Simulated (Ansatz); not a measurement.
Geometry optimisation of the cluster Ag3Au.

```yaml
crystal:
  periodic: [false, false, false]
  atoms:
    - {symbol: Au, position_ang: [1.345400, 1.561400, -1.144190]}
    - {symbol: Ag, position_ang: [1.065120, -0.370400, 0.740340]}
    - {symbol: Ag, position_ang: [-1.351610, -1.554750, 1.156110]}
    - {symbol: Ag, position_ang: [-1.058910, 0.363750, -0.752250]}
basis:
  gaussian: {orbitals: def2-SVP}
hamiltonian: {xc: {name: B3LYP}, dispersion: d4}
scf: {lower_state_search: "off"}
output: {orbitals: {seedname: orbitals}}
relax: {f_tol: 0.02, max_steps: 100}
```

```sh
$ ansatz run in.yaml --threads 4 --pin off --events-out ev --progress --plain --max-ram 3916MiB
```

Shortened log:

```
Functional definition: B3LYP
mean field -15698.09669158 eV, -576.8944128634 hartree, gradient 9.0e-7 eV, S^2 0.000000; 0 other end points of the search recorded, 0 dependent functions left out
relax step   1: F+E_penalty+E_count = -15698.48293022 eV  Δ(F+E_penalty+E_count) = +0.000e0 eV  max|allowed force component| = 2.221e-1 eV/Å  Δτ_max = 0.0000 Å  (18 SCF iters, accepted)
mean field -15698.11458205 eV, -576.8950703260 hartree, gradient 9.0e-6 eV, S^2 0.000000; 0 other end points of the search recorded, 0 dependent functions left out
relax step   2: F+E_penalty+E_count = -15698.49670562 eV  Δ(F+E_penalty+E_count) = -1.378e-2 eV  max|allowed force component| = 4.616e-2 eV/Å  Δτ_max = 0.0592 Å  (22 SCF iters, accepted)
mean field -15698.11464143 eV, -576.8950725083 hartree, gradient 9.7e-6 eV, S^2 0.000000; 0 other end points of the search recorded, 0 dependent functions left out
relax step   3: F+E_penalty+E_count = -15698.49709739 eV  Δ(F+E_penalty+E_count) = -3.918e-4 eV  max|allowed force component| = 5.831e-3 eV/Å  Δτ_max = 0.0067 Å  (23 SCF iters, accepted)
Total energy: -15698.49732884 eV, -576.9091360113 hartree
Atom 0 at     1.376200     1.593461    -1.172589 Å, force    -0.003972    -0.005831     0.002223 eV/Å
Atom 1 at     1.057667    -0.366649     0.739679 Å, force     0.002810     0.003321    -0.000041 eV/Å
Atom 2 at    -1.379375    -1.590973     1.178279 Å, force    -0.000267    -0.002295    -0.000126 eV/Å
Atom 3 at    -1.054492     0.364161    -0.745360 Å, force     0.001429     0.004805    -0.002056 eV/Å
Dipole moment:    -0.243602    -0.282644     0.207371 e Å
Checks for a lower state left out: stability, starts, cluster_reference, orbital_swaps, neighbouring_geometries, increment
```

Run time 8 s (4 threads of Arm Neoverse V1 on a shared host).

In the def2 sets Ag, Au take a core potential; there is no spin–orbit coupling. The relaxation made no stability test and no search for a lower SCF solution. The structure comes from a short search, and lower isomers may exist.
